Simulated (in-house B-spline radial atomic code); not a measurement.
Results of a calculation; reference values are marked as such.
# Stopping of slow ions oscillates with Z: B to Si at r_s = 3

A nucleus sits in a uniform electron gas with a rigid positive background. The Kohn-Sham equations are solved self-consistently in the spin-unpolarised LDA (PW92), non-relativistic, on B-splines with outgoing waves at the boundary and partial waves to l = 8. The model has no lattice, no bands and no magnetic solution. Atomic units; δ_l are the phase shifts at the Fermi level, counted so that each bound state adds π, and good to about 0.0005.

The density parameter is r_s = 3 bohr, near that of the valence electrons of Ag (1 per atom, density 10.5 g/cm³, mass 107.87 u, which gives r_s = 3.02). The friction coefficient Q = n k_F σ_tr gives dE/dx = Q v for slow ions. Some elements are left out of the table, so an extreme may lie at one of them.

```json
{"ion": "B", "δ0/π": "1.389", "δ1/π": "0.382", "δ2/π": "-0.006", "δ3/π": "-0.001", "σ_tr (bohr²)": "54.10", "Q (a.u.)": "0.3060"}
{"ion": "C", "δ0/π": "1.497", "δ1/π": "0.517", "δ2/π": "-0.009", "δ3/π": "-0.000", "σ_tr (bohr²)": "61.20", "Q (a.u.)": "0.3461"}
{"ion": "N", "δ0/π": "1.572", "δ1/π": "0.655", "δ2/π": "-0.008", "δ3/π": "0.000", "σ_tr (bohr²)": "48.77", "Q (a.u.)": "0.2759"}
{"ion": "O", "δ0/π": "1.641", "δ1/π": "0.785", "δ2/π": "-0.001", "δ3/π": "0.001", "σ_tr (bohr²)": "29.64", "Q (a.u.)": "0.1677"}
{"ion": "F", "δ0/π": "1.733", "δ1/π": "0.898", "δ2/π": "0.011", "δ3/π": "0.002", "σ_tr (bohr²)": "15.07", "Q (a.u.)": "0.0852"}
{"ion": "Ne", "δ0/π": "1.864", "δ1/π": "0.999", "δ2/π": "0.025", "δ3/π": "0.002", "σ_tr (bohr²)": "6.00", "Q (a.u.)": "0.0340"}
{"ion": "Mg", "δ0/π": "2.175", "δ1/π": "1.213", "δ2/π": "0.034", "δ3/π": "0.002", "σ_tr (bohr²)": "18.86", "Q (a.u.)": "0.1067"}
{"ion": "Al", "δ0/π": "2.303", "δ1/π": "1.339", "δ2/π": "0.033", "δ3/π": "0.002", "σ_tr (bohr²)": "42.47", "Q (a.u.)": "0.2402"}
{"ion": "Si", "δ0/π": "2.403", "δ1/π": "1.471", "δ2/π": "0.033", "δ3/π": "0.003", "σ_tr (bohr²)": "61.33", "Q (a.u.)": "0.3469"}
```

Question: Where are the largest and smallest frictions, and what do the phase shifts say there?

Answer: Largest: Si, Q = 0.3469; smallest: Ne, Q = 0.0340, a ratio of 10.2. For the largest δ1/π = 1.47; it lies at the edge of the table, which can't show whether it is a peak. For the smallest the differences δ_l − δ_(l+1), measured from the nearest multiple of π, are 0.13π, 0.03π, 0.02π; σ_tr grows with the sines of these.

Question: At equal speed, Lindhard and Scharff's formula, with silicon as an example target, scales as Z^(7/6)/(Z^(2/3) + 14^(2/3))^(3/2). How does its rise from the first ion to the last compare?

Answer: It rises smoothly by 0.5489/0.2534 = 2.17, while Q changes by 0.347/0.306 = 1.13. The statistical formula averages over shells, so it can't show the oscillation.
